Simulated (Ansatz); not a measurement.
`CCO[SiH2]Cl` and `C#COCC` differ in one atom or group.

Ansatz, PBE0-D4/def2-TZVP geometries, multiplicity 1. Each molecule was computed in one conformer, which needn't be the lowest.

```
                                          property  `CCO[SiH2]Cl`
             HOMO–LUMO gap (B3LYP/def2-TZVPP) / eV           8.68
    size of the dipole moment (PBE/def2-TZVPP) / D           1.62
                LUMO energy (PBE0/def2-TZVPP) / eV           0.56
           HOMO–LUMO gap (ωB97M-V/def2-TZVPP) / eV          13.16
size of the dipole moment (ωB97M-V/def2-TZVPP) / D           1.66
               HOMO energy (B3LYP/def2-TZVPP) / eV          -8.33
```

(1) Give the same properties after the change, and the shifts. (Best estimate.)

## Answers

(1) Ansatz gave: 
| property | `C#COCC` | shift |
| --- | --- | --- |
| HOMO–LUMO gap (B3LYP/def2-TZVPP) / eV | 7.51 | -1.17 |
| size of the dipole moment (PBE/def2-TZVPP) / D | 2.16 | 0.54 |
| LUMO energy (PBE0/def2-TZVPP) / eV | 1.14 | 0.58 |
| HOMO–LUMO gap (ωB97M-V/def2-TZVPP) / eV | 11.82 | -1.34 |
| size of the dipole moment (ωB97M-V/def2-TZVPP) / D | 2.18 | 0.52 |
| HOMO energy (B3LYP/def2-TZVPP) / eV | -6.71 | 1.62 |

With PBE0 the HOMO rises by 1.61 eV and the LUMO rises by 0.58 eV, so the gap narrows by about 1.03 eV. PBE moves the HOMO by 1.37 eV and ωB97M-V by 1.70 eV. Dipoles are sizes alone; their direction can turn.

B3LYP here is the variant with VWN-RPA as its local correlation; programs differ in this.
